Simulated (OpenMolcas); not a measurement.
How basis sets differ on C2H5AlN2 (SMILES C#[C][Al]([NH2])[NH2])

C2H5AlN2 has 10 atoms, charge 0, and is taken as a singlet. As SMILES, `C#[C][Al]([NH2])[NH2]`. The shape is that of a PBE0-D4/def2-TZVP optimisation.

Each level gives the dipole moment (D). The values are calculated.

| level | kind | program | value (D) | CPU time |
| --- | --- | --- | --- | --- |
| HF/ANO-RCC-MB (DKH2) | Hartree–Fock | OpenMolcas | 1.54 | 4.3 s |
| HF/STO-3G | Hartree–Fock | OpenMolcas | 1.19 | 1.4 s |
| HF/3-21G | Hartree–Fock | OpenMolcas | 0.77 | 2.1 s |
| HF/ANO-RCC-VDZ (DKH2, RICD fitting) | Hartree–Fock | OpenMolcas | 0.55 | 3.1 s |
| HF/def2-SVP | Hartree–Fock | OpenMolcas | 0.78 | 8 s |

The values span 0.55 to 1.54 D. Magnitudes only. Sets without polarisation functions give poor dipoles. Times are those of the runs behind each value, whatever else they computed, on shared processors of several kinds: orders of magnitude only.
